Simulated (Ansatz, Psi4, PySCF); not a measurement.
CH$_{2}$Cl$_{6}$Si$_{2}$, charge -1, doublet, geometry from GFN2-xTB (a state made from the parent by changing its charge; the spin is typed, not shown lowest). Base run: PySCF with MP2/STO-3G.

The PySCF input:
```python
from pyscf import gto, scf, mp

mol = gto.Mole()
mol.atom = '''
    Cl    3.08799008   -0.39677225   -1.26569421
    Si    1.47398113    0.29321702   -0.19461162
    Cl    2.17933231    0.66766398    1.66884890
    Cl    0.97661910    2.06905610   -1.02181231
    C     0.10544345   -0.99510331   -0.21573527
    Si   -1.63560367   -0.25343323    0.20330251
    Cl   -2.05187644    0.25737694   -1.98728099
    Cl   -1.20310332   -0.20377725    2.43948372
    Cl   -2.91612256   -1.88424425    0.27626352
    H     0.33616261   -1.78103735    0.50587682
    H     0.05562643   -1.46347131   -1.19988467
'''
mol.basis = 'sto-3g'
mol.charge = -1
mol.spin = 1
mol.verbose = 4
mol.build()

mf = scf.UHF(mol)
mf.kernel()

pt = mp.MP2(mf)
pt.kernel()
print('E(MP2) = %.10f' % pt.e_tot)
```

The same geometry, method and basis name were run in Ansatz (a program for electronic structure) and Psi4 and PySCF, at each program's defaults and at the settings that a row names. The base is PySCF at its defaults. Differences at the defaults can come from grids, fitting, cores and function types together.

```
code and settings                                                                                     ΔE vs base (µEh)  basis functions       E (Eh)  SCF cycles
----------------------------------------------------------------------------------------------------  ----------------  ---------------  -----------  ----------
PySCF, defaults (exact integrals, spherical functions, all electrons correlated)                                   0.0               79  -3337.69036          12
Psi4, defaults (density fitting with its default set, spherical functions, all electrons correlated)             -1964               79  -3337.69233          13
Ansatz, defaults (factorised integrals, spherical functions, frozen core)                                         8365               79  -3337.68200           -
PySCF, frozen core                                                                                                8339               79  -3337.68202          12
Psi4, exact integrals, spherical functions, frozen core                                                           8339               79  -3337.68202          13
Ansatz, high accuracy, frozen core                                                                                8339               79  -3337.68202           -
```

Open shells are given as the SCF converged; they aren't shown to be the lowest states, and a large step between rows can be another state.
